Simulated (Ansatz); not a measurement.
A nudged elastic band was laid between two geometries of AlCl2FH2O (7 atoms, charge 0, multiplicity 1).

All numbers below come from RKS B3LYP-D4/def2-SVP (Ansatz).

```
movable images  : 7
climbing image  : yes
spring          : 5.0 eV/Å²
optimiser       : quadratic models (default)
start path      : through a guess of the saddle point
force threshold : 0.05 eV/Å
iteration limit : 60
end points      : relaxed
```

First end point:

```xyz
7
Properties=species:S:1:pos:R:3
Al -0.137 0.010 0.020
Cl -0.048 -0.390 2.155
O 1.249 -0.234 -0.914
H 2.120 -0.510 -0.618
Cl -2.017 -0.152 -0.890
F -0.083 1.921 0.619
H -0.067 1.674 1.549
```

Last end point:

```xyz
7
Properties=species:S:1:pos:R:3
Al -0.025 0.439 -0.216
Cl -0.144 -0.016 2.349
O 1.525 -0.089 -0.641
H 1.736 -0.891 -1.126
Cl -1.784 -0.435 -0.953
F -0.129 2.029 0.330
H -0.162 1.281 2.179
```

(1) What changes between the two ends?

(2) Give the energies along the band, and the barrier.

(3) What is the geometry of the highest image?

The band took 17 iterations and roughly 8 core-minutes.

Answers

(1) Bonds broken: F6–H7. Bonds formed: Cl2–H7.

(2) It converged. The highest image is number 5 of 0 to 8, 0.174 eV above the first end and 0.138 eV above the last; the last end lies 0.036 eV above the first. Beside the main top the profile has a ripple of under 15 meV (maxima at images 1, 5), which may be a very shallow well or noise. A structure lower than the first end lies on the path between it and the top, so the climb from that side starts below the end, which may itself be a saddle point or a shallow side well. A vibrational analysis at the climbing image gives one clearly imaginary mode, 543i cm⁻¹: a first-order saddle point. The orbitals stay closed-shell, which can raise the energy where a bond breaks towards radicals; this wasn't checked here.

```json
{"image": "0", "path coordinate (Å)": "0.00", "energy (eV)": "0.000", "F6–H7 (Å)": "0.96", "Cl2–H7 (Å)": "2.15"}
{"image": "1", "path coordinate (Å)": "0.33", "energy (eV)": "0.010", "F6–H7 (Å)": "0.96", "Cl2–H7 (Å)": "2.16"}
{"image": "2", "path coordinate (Å)": "0.66", "energy (eV)": "0.007", "F6–H7 (Å)": "0.96", "Cl2–H7 (Å)": "2.15"}
{"image": "3", "path coordinate (Å)": "1.00", "energy (eV)": "-0.008", "F6–H7 (Å)": "0.96", "Cl2–H7 (Å)": "2.23"}
{"image": "4", "path coordinate (Å)": "1.33", "energy (eV)": "0.028", "F6–H7 (Å)": "1.01", "Cl2–H7 (Å)": "1.86"}
{"image": "5", "path coordinate (Å)": "1.66", "energy (eV)": "0.174", "F6–H7 (Å)": "1.25", "Cl2–H7 (Å)": "1.51"}
{"image": "6", "path coordinate (Å)": "1.89", "energy (eV)": "0.106", "F6–H7 (Å)": "1.51", "Cl2–H7 (Å)": "1.37"}
{"image": "7", "path coordinate (Å)": "2.12", "energy (eV)": "0.049", "F6–H7 (Å)": "1.77", "Cl2–H7 (Å)": "1.32"}
{"image": "8", "path coordinate (Å)": "2.35", "energy (eV)": "0.036", "F6–H7 (Å)": "1.99", "Cl2–H7 (Å)": "1.31"}
```

(3) 
```xyz
7
Properties=species:S:1:pos:R:3
Al -0.033 0.247 -0.003
Cl -0.170 -0.001 2.331
O 1.522 -0.122 -0.552
H 1.755 -0.752 -1.238
Cl -1.805 -0.367 -0.940
F -0.104 1.936 0.603
H -0.148 1.378 1.720
```

Run time: 4.2 min on 2 threads of Arm Neoverse V1 (shared host), peak memory 0.22 GiB.
